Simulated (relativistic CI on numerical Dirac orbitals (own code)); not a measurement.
# Crystal-field levels of Ru²⁺, 4d6

Calculated by Dirac-Coulomb-Breit CI, KLI orbitals optimised for each configuration, QED by a radiative potential, valence Slater integrals scaled by 0.75, one configuration in a parametric crystal field (own radial code).

Field parameters in Wybourne normalisation: D4h B²₀ = −7Ds, B⁴₀ = 21(Dq − Dt), B⁴₄ = 21√(5/14) Dq. The field is a parameter set, without covalency.

S and J are read from ⟨S²⟩ = S(S + 1) and ⟨J²⟩ = J(J + 1) of each level; they are not fictitious spins.

D4h, 10Dq = 22600, Ds = -1500, Dt = 660 cm⁻¹, the lowest 16 levels:

```
E (cm⁻¹)  Degeneracy  Irrep     S     J
     0.0           1     A1  0.08  4.55
    8707           1     A2  1.40  3.78
    8774           1     A1  1.40  3.84
    9134           2      E  1.34  3.70
    9296           1     B2  1.27  3.70
    9599           1     B1  1.01  4.00
   10889           1     B2  1.81  3.45
   11098           2      E  1.76  3.47
   11513           1     A2  1.71  3.55
   11531           1     A1  1.70  3.59
   12982           2      E  0.99  4.16
   13331           1     A1  1.05  3.95
   13374           1     A2  1.03  3.78
   13402           1     B1  1.03  4.09
   13505           1     B2  1.03  3.93
   15197           2      E  0.94  4.04
```

D4h, 10Dq = 22600, Ds = -1090, Dt = 660 cm⁻¹, the lowest 10 levels:

```tsv
E (cm⁻¹)	Degeneracy	Irrep	S	J
0.0	1	A1	0.08	4.56
9386	1	A2	1.35	3.74
9461	1	A1	1.36	3.81
9511	1	B2	1.13	3.88
9580	2	E	1.23	3.78
9643	1	B1	1.01	4.08
11493	1	B2	1.91	3.37
11646	2	E	1.82	3.43
12100	1	A2	1.71	3.44
12135	1	A1	1.70	3.49
```

D4h, 10Dq = 22600, Ds = -680, Dt = 660 cm⁻¹, the lowest 10 levels:

| E (cm⁻¹) | Degeneracy | Irrep | S | J |
| --- | --- | --- | --- | --- |
| 0.0 | 1 | A1 | 0.07 | 4.56 |
| 9462 | 1 | B2 | 1.06 | 3.99 |
| 9493 | 1 | B1 | 1.02 | 4.14 |
| 9714 | 2 | E | 1.12 | 3.87 |
| 9836 | 1 | A2 | 1.26 | 3.72 |
| 9933 | 1 | A1 | 1.26 | 3.80 |
| 12179 | 1 | B2 | 1.95 | 3.32 |
| 12216 | 2 | E | 1.87 | 3.40 |
| 12501 | 1 | A2 | 1.73 | 3.37 |
| 12519 | 1 | A1 | 1.70 | 3.45 |

The free-ion ground term has S = 2. The field overcomes the spin-pairing energy for D4h, 10Dq = 22600, Ds = -1500, Dt = 660 cm⁻¹; D4h, 10Dq = 22600, Ds = -1090, Dt = 660 cm⁻¹; D4h, 10Dq = 22600, Ds = -680, Dt = 660 cm⁻¹, where the ground state has lower spin; these fields are assumed values.

Levels of this model without a field, named by their leading LS term (the scale mimics covalency, so terms lie below those of the real free ion): ⁵D4 0, ⁵D3 1100, ⁵D2 1733, ⁵D1 2149, ⁵D0 2347, ³H6 13224, ³H4 13376, ³H5 13545 cm⁻¹.
